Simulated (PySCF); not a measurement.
These 4 structures share the formula C9H13B. Level of theory: PBE0-D3(BJ)/def2-SVP geometry optimisation, gas phase in PySCF. Energies are electronic, without zero-point or thermal terms, for one conformer each. No frequencies were run at this level. Point groups hold within 0.08 Å.

**Question.** Rank from lowest to highest electronic energy at this level (kcal/mol).
A. `CB(C)C1=CC2(C=C1)CC2`
B. `[CH3:1][B:2]([CH3:3])[C:4]1=[CH:5][CH:6]=[CH:7][CH:8]=[CH:9][CH2:10]1` with C4–C5–C6–C7 30°, C6–C7–C8–C9 -30°, C8–C9–C10–C4 71°, B2–C4–C10–C9 104°
C. `[CH3:1][B:2]([CH3:3])[C@H:4]1[C@H:5]2[CH:6]=[CH:7][C@@H:8]1[CH:9]=[CH:10]2` with C1–B2–C4–C5 33°
D. `CB(C)C1=C[C@@H]2C=C[C@H]1C2`

**Answer.** B (0.0), A (7.6), D (11.5), C (20.4).

```tsv
SMILES	E (Eh)	E rel (kcal/mol)	dipole (D)	point group	A, B, C (MHz)
CB(C)C1=CC=CC=CC1	-374.89914	0.0	0.38	C1	2357, 950.7, 736.6
CB(C)C1=CC2(C=C1)CC2	-374.88702	7.6	1.91	–	2914, 781.8, 652.4
CB(C)C1=C[C@@H]2C=C[C@H]1C2	-374.88085	11.5	0.62	C1	2584, 969.6, 847.3
CB(C)[C@H]1[C@H]2C=C[C@@H]1C=C2	-374.86661	20.4	0.23	near Cs	2378, 1126, 1012
```
